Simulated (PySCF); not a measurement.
PySCF input file for Be(I)(SH) (BeHIS), SMILES [SH][Be][I], B3LYP-D3(BJ)/def2-TZVP. Geometry optimised at B3LYP-D3(BJ)/def2-TZVP. The def2 effective core potentials stand for the cores of I; spin–orbit coupling is left out. The values are those of a single conformer.

```python
import numpy as np
from pyscf import gto, scf, dft, df
from pyscf.hessian import thermo

mol = gto.M(
    atom='''
    Be   -0.02309250   -1.11787887    0.00000000
    I     0.00134824    1.05358445    0.00000000
    S    -0.07782453   -3.01630968    0.00000000
    H     1.26610556   -3.10750570    0.00000000
    ''',
    basis='def2-TZVP',
    ecp={'I': 'def2-tzvp'},
    charge=0,
    spin=0,
    max_memory=1600,
    verbose=3,
)
mf = dft.RKS(mol, xc='b3lyp').density_fit(auxbasis='def2-universal-jkfit')
mf.disp = 'd3bj'
mf.grids.level = 3
mf.conv_tol = 1e-11
mf.max_cycle = 100
mf.kernel()

# [left out here: the lines that compute and print the analytic Hessian (its translational invariance restored by hand, since the grid's response is missing), thermochemistry and intensities]
```

Output:

```
converged SCF energy = -711.4892610455

WARN: DFTD3 does not support analytical Hessian, using finite difference


WARN: Mole.unit (angstrom) is changed to Bohr

Mode                                 0                   1                   2
Irrep
Freq [cm^-1]                      177.1285            203.6581            265.3693
Reduced mass [au]                   4.7684              9.5043             18.8203
Force const [Dyne/A]                0.0881              0.2323              0.7809
Char temp [K]                     254.8484            293.0187            381.8073
Normal mode                   x     y     z       x     y     z       x     y     z
       0  Be                -0.30  0.00 -0.00    0.00 -0.00 -0.32    0.01  0.07 -0.00
       1   I                 0.01 -0.00  0.00   -0.00  0.00  0.01   -0.00 -0.04  0.00
       2   S                 0.04 -0.01  0.00   -0.00 -0.00  0.05   -0.00  0.15  0.00
       3   H                 0.06  0.34  0.00   -0.00 -0.00  0.04    0.00  0.16  0.00
Mode                                 3                   4                   5
Irrep
Freq [cm^-1]                      635.1223            958.0385           2655.0735
Reduced mass [au]                   1.1727              9.6815              1.0377
Force const [Dyne/A]                0.2787              5.2355              4.3101
Char temp [K]                     913.7996           1378.4041           3820.0596
Normal mode                   x     y     z       x     y     z       x     y     z
       0  Be                 0.10 -0.03  0.00    0.01  0.32  0.00   -0.00  0.00  0.00
       1   I                -0.00  0.00 -0.00   -0.00 -0.01 -0.00    0.00 -0.00 -0.00
       2   S                -0.03 -0.03 -0.00   -0.00 -0.05 -0.00   -0.03  0.00 -0.00
       3   H                 0.06  0.91 -0.00    0.00  0.03 -0.00    0.98 -0.09 -0.00
temperature 298.1500 [K]
pressure 101325.00 [Pa]
Rotational constants [GHz] 285.95668 1.12247 1.11808
Symmetry number 1
Zero-point energy (ZPE) 0.01115 [Eh]   29274.954 [J/mol]
                           tot       elec      trans        rot        vib
Entropy [J/mol/K]       301.994      0.000    172.723    101.705     27.565
Cv [J/mol/K]             53.505      0.000     12.472     12.472     28.562
Cp [J/mol/K]             61.820      0.000     20.786     12.472     28.562
Internal energy [J/mol]                      3718.434   3718.434  34007.941
Internal energy [Eh]   -711.47348  -711.48926
Enthalpy [J/mol]                             6197.391   3718.434  34007.941
Enthalpy [Eh]          -711.47253
Gibbs free energy [J/mol]                  -45300.030 -26604.989  25789.317
Gibbs free energy [Eh] -711.50683
static polarisability / bohr^3: [[52.701 -0.382  0.   ]
 [-0.381 93.308  0.   ]
 [-0.    -0.    51.867]]
largest difference of analytic and finite-field dipole derivatives / e: 0.0021360474763250092
mode   freq/cm-1   IR/(km/mol)   Raman/(A^4/amu)   depolarisation
   1      177.13        20.179             0.924            0.603
   2      203.66        14.573             0.060            0.750
   3      265.37         0.998             9.345            0.131
   4      635.12         0.011             1.482            0.616
   5      958.04       342.803             0.360            0.743
   6     2655.07         2.878           111.055            0.246
max |gradient| / (hartree/bohr): 3.567244863931002e-05
APT charges: [ 0.808  -0.408  -0.456   0.0559]
```

The calculation finished and met its thresholds.

Cost: very roughly 60 core-seconds.
